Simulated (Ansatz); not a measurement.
Start from `[F][GeH]([F])[Cl]` and change one atom or group to get `C[S][GeH]([F])[F]`.

Ansatz, PBE0-D4/def2-TZVP geometries, multiplicity 1. Each molecule was computed in one conformer, which needn't be the lowest.

Scalar relativity is left out up to krypton.

```
                                        property  `[F][GeH]([F])[Cl]`
             HOMO–LUMO gap (PBE/def2-TZVPP) / eV                 6.67
              LUMO energy (PBE0/def2-TZVPP) / eV                -0.78
              HOMO energy (PBE0/def2-TZVPP) / eV               -10.00
         HOMO–LUMO gap (ωB97M-V/def2-TZVPP) / eV                13.58
               LUMO energy (PBE/def2-TZVPP) / eV                -1.84
size of the dipole moment (B3LYP/def2-TZVPP) / D                 2.17
```

(1) Give the same properties after the change, and the shifts. (An estimate is asked.)

## Answers

(1) The calculation gave: 
```json
{"property": "HOMO–LUMO gap (PBE/def2-TZVPP) / eV", "`C[S][GeH]([F])[F]`": "4.90", "shift": "-1.77"}
{"property": "LUMO energy (PBE0/def2-TZVPP) / eV", "`C[S][GeH]([F])[F]`": "-0.56", "shift": "0.22"}
{"property": "HOMO energy (PBE0/def2-TZVPP) / eV", "`C[S][GeH]([F])[F]`": "-7.65", "shift": "2.35"}
{"property": "HOMO–LUMO gap (ωB97M-V/def2-TZVPP) / eV", "`C[S][GeH]([F])[F]`": "11.20", "shift": "-2.38"}
{"property": "LUMO energy (PBE/def2-TZVPP) / eV", "`C[S][GeH]([F])[F]`": "-1.48", "shift": "0.36"}
{"property": "size of the dipole moment (B3LYP/def2-TZVPP) / D", "`C[S][GeH]([F])[F]`": "3.44", "shift": "1.27"}
```

With PBE0 the HOMO rises by 2.35 eV and the LUMO rises by 0.22 eV, so the gap narrows by about 2.13 eV. PBE moves the HOMO by 2.13 eV and ωB97M-V by 2.42 eV. The zero-point energy changes by 99.2 kJ/mol with +12 modes. Dipoles are sizes alone; their direction can turn.

B3LYP here is the variant with VWN-RPA as its local correlation; programs differ in this.
